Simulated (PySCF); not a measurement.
SiFCl, SMILES F[Si]Cl (connectivity only; charge and spin as stated), neutral, multiplicity 1.

Coordinates come from a PBE0-D3(BJ)/def2-TZVP optimisation.

Calculation: PBE0/def2-TZVPD (PySCF).

The molecule is in vacuum.

Computed frontier levels, gap, dipole moment and polarisability:
```
Item                                                                                                           Result
---------------------------------------------------------------------------------------------  ----------------------
highest occupied level                                                                                       -8.04 eV
lowest empty level                                                                                           -2.60 eV
orbital gap                                                                                                   5.44 eV
dipole moment                                                                                                  1.04 D
quadrupole, principal values (traceless, Buckingham form, about the centre of nuclear charge)  -3.47, -0.14, 3.61 D·Å
mean static polarisability                                                                       43.6 bohr³ (6.47 Å³)
polarisability, principal values                                                               37.8, 37.8, 55.2 bohr³
```
